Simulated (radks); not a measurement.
Values are calculated unless marked as measured or tabulated.
Spherical quantum dot in the effective-mass picture: electrons in a well V = -V0 / (1 + exp((r - R)/a)) with V0 = 4.58, R = 6.02, a = 0.46, all in effective atomic units (hartree* = m*/eps^2 hartree, bohr* = eps/m* bohr), one dielectric constant everywhere. Level of theory: non-relativistic Kohn-Sham, exchange-only LDA, spin-polarised, spherical densities (a radial shooting solver with Libxc functionals). Levels are named by radial order and angular momentum (1s, 1p, 1d, 2s, ...), and open shells are averaged over m.

N = 16, configuration 1s2 1p6 1d(up 5, down 3). This is the lowest configuration that the search found. Occupied and some empty levels:

| level | occupation | eigenvalue (hartree*) | <r> (bohr*) |
|---|---|---|---|
| 1s up | 1 | -0.93264 | 3.946 |
| 1s down | 1 | -0.91001 | 3.930 |
| 1p up | 3 | -0.85565 | 4.115 |
| 1p down | 3 | -0.83209 | 4.110 |
| 1d up | 5 | -0.72396 | 4.273 |
| 1d down | 3 | -0.69990 | 4.273 |
| 1f up | 0 | -0.54629 | 4.415 |
| 1f down | 0 | -0.52210 | 4.417 |
| 2s up | 0 | -0.41898 | 2.873 |
| 2s down | 0 | -0.40796 | 2.863 |
| 2p up | 0 | -0.20081 | 3.386 |
| 2p down | 0 | -0.18620 | 3.378 |

Energy (hartree*): total -39.6274, kinetic 4.9675, external -69.327, Hartree 28.137, exchange-correlation -3.4044.
